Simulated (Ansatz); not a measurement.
Basis-set extrapolation for `CO[SiH2]C#N` (PBE0-D4/def2-TZVP geometry, frozen core, the Gaussian-basis code of Ansatz). Multiplicity 1, RHF reference.

```
                      def2-TZVPP   def2-QZVPP
                 HF  -497.027448  -497.046090
    MP2 correlation    -0.862523    -0.924100
CCSD(T) correlation    -0.930810      not run
```

Energies in hartree. Use E(X) = E(∞) + A·exp(−7.88·√X) for Hartree–Fock and E(X) = E(∞) + B·X^(−2.97) for correlation, with X = 3 and 4, and add CCSD(T) minus MP2 of the smaller set to the MP2 limit.

Question: What is the CCSD(T) energy at the basis-set limit?

Answer: HF limit: -497.046090 + (-0.018642) × 0.13774 = -497.04866. MP2 limit: -0.924100 + (-0.061577) × 0.74074 = -0.96971. Higher-order term: -0.930810 − (-0.862523) = -0.06829. Total: -498.08666 hartree, 337.1 kJ/mol below CCSD(T)/def2-TZVPP.
